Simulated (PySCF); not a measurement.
**Magnetisability: `CC[P@@H](=O)c1cccs1`, C₆H₉OPS**

Geometry:
| atom | x (Å) | y (Å) | z (Å) |
| --- | --- | --- | --- |
| C1 | -2.988 | -0.587 | 0.761 |
| C2 | -1.539 | -0.128 | 0.824 |
| P3 | -0.798 | -0.361 | -0.835 |
| O4 | -1.459 | 0.365 | -1.918 |
| C5 | 0.950 | 0.007 | -0.673 |
| C6 | 1.652 | 0.887 | -1.444 |
| C7 | 3.012 | 0.965 | -1.081 |
| C8 | 3.321 | 0.147 | -0.041 |
| S9 | 1.961 | -0.736 | 0.521 |
| H10 | -3.492 | -0.430 | 1.713 |
| H11 | -3.516 | -0.031 | -0.012 |
| H12 | -3.037 | -1.646 | 0.510 |
| H13 | -0.972 | -0.685 | 1.572 |
| H14 | -1.477 | 0.939 | 1.059 |
| H15 | -0.820 | -1.750 | -0.987 |
| H16 | 1.193 | 1.445 | -2.240 |
| H17 | 3.728 | 1.601 | -1.571 |
| H18 | 4.272 | 0.005 | 0.434 |

Method used: GIAO KT3/pcSseg-1 magnetisability, rotational g tensor and spin-rotation constants, non-relativistic, gas phase (PySCF). Geometry: GFN2-xTB.

(1) What are the magnetisability and the molar susceptibility?

(2) Split it along the inertial axes a, b, c into diamagnetic and paramagnetic parts about the centre of mass, with the quadrupole moment.

(3) And the rotational g tensor?

## Answers

(1) Isotropic -1624 × 10⁻³⁰ J/T², or -97.8 × 10⁻⁶ cm³/mol; principal values -2132, -1389, -1350 × 10⁻³⁰ J/T², anisotropy 763 × 10⁻³⁰ J/T² (root of half the summed squared differences of the principal values). The susceptibility is in cgs units.

(2) 
| axis | χ (10⁻⁶ cm³/mol) | diamagnetic (10⁻⁶ cm³/mol) | paramagnetic (10⁻⁶ cm³/mol) | summed x² of all electrons (Å²) | quadrupole Θ (D Å) |
| --- | --- | --- | --- | --- | --- |
| a | -84.5 | -590.8 | 506.3 | 376.7 | +7.74 |
| b | -83.9 | -1729.6 | 1645.7 | 108.3 | -5.31 |
| c | -124.9 | -2057.8 | 1932.9 | 31.0 | -2.42 |

Anisotropies 2χaa − χbb − χcc = +39.7 and 2χbb − χaa − χcc = +41.6 × 10⁻⁶ cm³/mol. Θ is traceless in Buckingham's convention.

(3) 
| axis | rotational constant (GHz) | g | nuclear part | electronic part |
| --- | --- | --- | --- | --- |
| a | 2.5830 | -0.0469 | 0.5674 | -0.6144 |
| b | 0.7485 | -0.0111 | 0.5675 | -0.5787 |
| c | 0.6160 | +0.0022 | 0.5616 | -0.5594 |

Asymmetric top; isotopes 12C, 1H, 16O, 31P, 32S; no vibrational averaging.
